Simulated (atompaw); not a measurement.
**Before and after: PAW (atompaw) potential for lanthanum (La)**

- Element: lanthanum
- Generator: atompaw 4.2.0.5
- Type: PAW
- Functional: PBEsol
- Relativity: scalar-relativistic
- Frozen core: [Kr] 4d10
- Valence charge: 11
- Reference configuration: 4f0 5s2 5p6 5d1 6s2 6p0
- Partial waves: 5s (bound): rc 2.90 bohr; 6s (bound): rc 3.00 bohr; 5p (bound): rc 2.60 bohr; 6p (bound, empty): rc 3.00 bohr; 5d (bound): rc 3.00 bohr; 5d channel at 0.4 Ry: rc 3.00 bohr; 4f (bound, empty): rc 1.15 bohr; 4f channel at 0.35 Ry: rc 1.15 bohr
- Local potential: bessel scheme, radius 2.00 bohr
- Core correction: smooth core density matched at 2.95 bohr
- Augmentation charge: besselshape compensation charge, radius 2.50 bohr; PAW radius 3.00 bohr; waves and projectors: custom polynom vanderbiltortho

Change: all radii scaled by about 1.25 (s 3.62, p 3.24, d 3.74, f 1.44 bohr); local potential bessel scheme, radius 2.50 bohr; augmentation besselshape compensation charge, radius 3.12 bohr; PAW radius 3.74 bohr; waves and projectors: custom polynom vanderbiltortho; core correction smooth core density matched at 3.68 bohr.

Cutoffs: the cutoffs (Ry, on a coarse ladder) from which the occupation-weighted sum of valence levels, in a spherical-Bessel basis at the reference potential, stays within 10 and 1 mRy of its value at 400 Ry; they do not see the model core or the augmentation charge, which bear on the density cutoff.

What does the change do?

The potential gets softer (12 Ry and 21 Ry → 8 Ry and 15 Ry); neither file shows a bound ghost. A larger radius leaves more room for a smooth pseudo-wave, so fewer plane waves are needed.

| quantity | base | changed |
| --- | --- | --- |
| cutoff, loose | 12 Ry | 8 Ry |
| cutoff, tight | 21 Ry | 15 Ry |
| loose cutoff by channel (10 mRy a level) | s 6 Ry, p 10 Ry, d 8 Ry | s 6 Ry, p 6 Ry, d 6 Ry |
| bound ghosts | none | none |
| lowest overlap eigenvalue by channel | s 0.81, p 0.76, d 0.94, f 1.00 | s 0.68, p 0.73, d 0.93, f 1.00 |

Base: The cutoffs count occupied waves only; the empty 4f level needs 90 Ry at the loose tolerance. Changed file: The cutoffs count occupied waves only; the empty 4f level needs 55 Ry at the loose tolerance. The cutoffs see the waves, projectors and local potential, not the compensation charge or the core.
